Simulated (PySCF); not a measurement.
Structure revision by computed shifts

A compound C₈H₇P gives the data below (simulated from a calculation) and was assigned the structure `Cc1ccc(C#P)cc1`.

¹³C{¹H} NMR (computed): δ 183.9 (C), 144.2 (C), 134.9 (CH, 2C), 134.6 (CH, 2C), 132.6 (CH), 40.4 (CH2).

¹H NMR (500 MHz, computed): δ 7.69 (m, 2H), 7.61 (m, 2H), 7.58 (m, 1H), 3.81 (m, 2H).

Calculated, not measured (PySCF 2.14): shielding tensors at PBE0/pcSseg-1 (GIAO), geometry from GFN2-xTB. Single conformer, no relativistic terms, gas phase, one averaged value for each set of equivalent atoms.

Referencing at the same level of theory: TMS for ¹H (σref 31.72), ¹³C (σref 186.93).

(1) Compare with the shifts computed for the proposed structure, pairing carbons in order of shift.

(2) Which isomer fits?

## Answers

(1) Mapped SMILES: `[CH3:1][c:2]1[cH:3][cH:4][c:5]([C:6]#[P:7])[cH:8][cH:9]1`. Hydrogens are named by the atom that carries them.

```
atom  computed for proposal  given list  difference
  C6                  177.8       183.9        -6.1
  C2                  146.0       144.2        +1.8
  C4                  142.6       134.9        +7.7
  C8                  142.6       134.9        +7.7
  C3                  134.0       134.6        -0.6
  C9                  134.0       134.6        -0.6
  C5                  130.0       132.6        -2.6
  C1                   24.6        40.4       -15.8
```

The rms difference is 7.2 ppm and the largest -15.8 ppm at C1 (methyl carbon on an aromatic ring). The carbon types in order of shift don't match either: C, C, CH, CH, CH, CH, C, CH3 for the proposal against C, C, CH, CH, CH, CH, CH, CH2 in the data. The proposal doesn't fit.

(2) SMILES P#CCc1ccccc1.

δC 183.9: carbon bonded to C, P. δC 144.2: substituted aromatic carbon. δC 134.9, 134.6, 132.6: aromatic CH; the aromatic region. δH 7.69, 7.61, 7.58: hydrogen on an aromatic CH; ring-current deshielding.

Other isomers checked: Cc1ccccc1C#P (rms 7.4 ppm); C#Cc1cpccc1C (rms 23.9 ppm).

The data come from this structure; uniqueness wasn't tested.

Splittings by ³¹P in the carbon and heteronuclear signals aren't shown, as no couplings were computed. Shifts are as computed. Against solution values, carbons near 30 ppm lie about +3 ppm off and those near 130 ppm about +5 ppm. Of 1211 compounds with measured shifts, 218 miss one by over three times the rms of a fit or turn the order of signals round; such compounds aren't used in these exercises. No couplings were computed; multiplicities are counted from neighbouring protons, with m where these are inequivalent, close in shift, in a saturated or five-membered ring or joined by F or P, and br s for small geminal =CH2 splittings.
